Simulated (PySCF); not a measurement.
BrGeH3Te, SMILES [GeH3][Te]Br. Atoms are numbered in the order given.

```xyz
6

Te     1.0270     0.0401     0.0000
Br    -0.7816     1.8514     0.0000
Ge    -0.7184    -1.8796     0.0000
H      0.1061    -3.1837     0.0000
H     -1.5841    -1.7767     1.2670
H     -1.5841    -1.7767    -1.2670
```
Charge 0, spin multiplicity 1.

Coordinates come from a B3LYP-D3(BJ)/def2-SVP optimisation. This is a generated structure with no PubChem entry under its InChIKey; it may be hypothetical. The def2 effective core potentials stand for the cores of Te; spin–orbit coupling is left out.

All values below come from PBE0/def2-TZVPD (PySCF).

Mulliken values depend strongly on the basis, most of all with diffuse functions as here. ESP charges are fitted to the potential on shells at 1.4 to 2.0 van der Waals radii. Atomic charges (e):

```
atom  Mulliken  ESP fit
----  --------  -------
Te1       0.11     0.04
Br2      -0.21    -0.12
Ge3      -0.21    -0.06
H4        0.10     0.07
H5        0.11     0.03
H6        0.11     0.03
```
